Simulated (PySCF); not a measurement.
Gas-phase equilibrium of 1 mol AsH3, 20 mol H2 at 1200 K and 0.00100 bar, among 7 species (As, AsH3, As2, H, H2, As4, AsH2). Only gases are allowed; each row takes one source of thermochemistry for all species, and Cantera finds the minimum.

Energies from PySCF, thermal terms from the rigid-rotor harmonic-oscillator model, ideal gas at 1 bar. † marks an energy on the PBE0/def2-TZVP geometry and frequencies; other levels use their own. MP2 freezes the core. 6-31G* has spherical d functions here. Open shells (unrestricted) among the columns below: As (multiplicity 4), H (multiplicity 2); the rest are closed-shell singlets. As: all electrons, no relativistic terms. MP2 isn't extrapolated to the basis-set limit. The harmonic model lacks anharmonicity and excited electronic states, which grow with temperature; levels with a mode under 35 cm⁻¹ are left out.

Molecules larger than those listed are left out.

With HF/6-31G* thermochemistry: H2 0.95, As 0.044, As2 6.7e-11, As4 <1e-12, H 0.0023.

How far does the composition move with the other sources (MP2/def2-SVP†, MP2/def2-TZVPP†, PBE/def2-SVP, PBE0/def2-TZVP, ωB97M-V/def2-TZVP†)?


```
thermochemistry     x H2     x As    x As2   x As4     x H
------------------  ----  -------  -------  ------  ------
HF/6-31G*           0.95    0.044  6.7e-11  <1e-12  0.0023
MP2/def2-SVP†       0.98  0.00054    0.022  1.1e-6  6.7e-5
MP2/def2-TZVPP†     0.98   4.1e-5    0.017  0.0026  2.3e-5
PBE/def2-SVP        0.98   4.1e-6    0.021  0.0011  2.6e-5
PBE0/def2-TZVP      0.98   3.5e-5    0.011  0.0059  2.0e-5
ωB97M-V/def2-TZVP†  0.98   5.4e-5    0.019  0.0016  8.4e-6
```
The most sensitive of these is As4: it spans a factor of 10^9.8 over these rows; at this temperature one factor of ten is RT ln 10 = 23 kJ/mol.
